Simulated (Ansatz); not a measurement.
C11H14OZr can be A, `[CH3][Zr]12345678([OH])([C@H]9[C@@H]1[C@@H]2[C@@H]3[C@H]94)[C@H]1[C@@H]5[C@@H]6[C@@H]7[C@H]18`, or B, `C[O][ZrH]12345678([C@H]9[C@@H]1[C@@H]2[C@@H]3[C@H]94)[C@H]1[C@@H]5[C@@H]6[C@@H]7[C@H]18`.

Calculated with Ansatz (gas phase, PBE0-D4/def2-TZVP geometries, no zero-point term in ΔE). CBS: MP2 limit from def2 TZ/QZ plus the TZ coupled-cluster correction, frozen cores. Functionals use def2-TZVPP. def2 core potentials past Kr. For Zr outer-core shells are correlated without core-valence functions, which leaves a few kJ/mol of doubt a bond. One conformer a species, not always the lowest.

A:

```xyz
27

C    -0.7427    2.2050    0.1843
Zr   -0.2517    0.0355   -0.3133
O    -1.3412   -0.1475   -1.9515
C    -1.3517   -0.1307    1.9807
C    -2.3318   -0.5284    1.0415
C    -1.9114   -1.7328    0.4547
C    -0.6576   -2.0723    1.0035
C    -0.3230   -1.0877    1.9653
C     1.7092   -0.6266   -1.7812
C     2.0421   -1.0031   -0.4657
C     2.1964    0.1763    0.2986
C     1.9586    1.2768   -0.5472
C     1.6507    0.7814   -1.8301
H    -0.2408    2.6032    1.0721
H    -1.8215    2.3041    0.3416
H    -0.4716    2.8452   -0.6624
H    -1.0938    0.0084   -2.8614
H    -1.3865    0.7569    2.5933
H    -3.2305    0.0164    0.7936
H    -2.4225   -2.2627   -0.3343
H    -0.0768   -2.9499    0.7614
H     0.5688   -1.0734    2.5740
H     1.5092   -1.3025   -2.5999
H     2.1703   -2.0136   -0.1085
H     2.4581    0.2270    1.3449
H     1.9934    2.3156   -0.2603
H     1.3982    1.3794   -2.6936
```

B:

Z-matrix (Å, degrees):
```
Zr
C 1 2.545
C 1 2.529 2 53.5
C 1 2.526 2 149.5 3 -159.7
C 1 2.521 2 101.9 3 -126.2
C 1 2.546 2 32.1 3 -77.8
C 1 2.532 2 32.4 3 37.0
O 1 1.941 2 120.0 3 57.2
C 1 2.514 2 53.7 3 -40.7
C 1 2.510 2 117.2 3 -95.5
C 1 2.529 2 117.2 3 -156.8
C 1 3.253 2 129.8 3 57.3
C 1 2.519 2 149.7 3 -92.7
H 1 1.843 2 71.3 3 148.3
H 2 1.078 1 119.0 3 -159.2
H 3 1.080 1 116.2 2 159.9
H 4 1.080 1 116.9 2 -117.5
H 5 1.080 1 118.7 2 -0.0
H 6 1.080 1 118.9 2 -122.7
H 7 1.080 1 116.2 2 122.6
H 9 1.080 1 119.3 2 -159.9
H 10 1.080 1 119.0 2 54.7
H 11 1.078 1 119.1 2 -54.6
H 12 1.100 1 97.9 2 177.5
H 12 1.098 1 116.9 2 -67.7
H 12 1.096 1 117.4 2 62.7
H 13 1.081 1 117.4 2 117.7
```

(1) Which isomer does CCSD(T)/CBS put lower? Give the gap. (Best estimate.)

(2) Give E(B) − E(A) in kJ/mol with HF/def2-TZVPP, PBE0-D4, LDA (SPW92), BLYP-D4, r2SCAN-D4, CCSD/def2-TZVPP, CCSD(T)/def2-TZVPP. (An estimate is asked.)

Largest T1 diagnostic: 0.014.

Answers

(1) The calculation gave: A, by 66.8 kJ/mol.

(2) The calculation gave: HF/def2-TZVPP 42.2, PBE0-D4 58.1, LDA (SPW92) 52.9, BLYP-D4 56.7, r2SCAN-D4 64.2, CCSD/def2-TZVPP 61.7, CCSD(T)/def2-TZVPP 64.1. None reverses the order clearly.

At CCSD(T), def2-SVP lies −22.8 kJ/mol from the extrapolated value and def2-TZVPP −2.7 kJ/mol. The D4 term adds +5.2 kJ/mol with B3LYP and +3.0 kJ/mol with PBE0; it sums over pairs of atoms, weighted by their polarisabilities, and B3LYP, whose exchange is more repulsive, gets the larger term.

B3LYP here is the variant with VWN-RPA as its local correlation; programs differ in this.
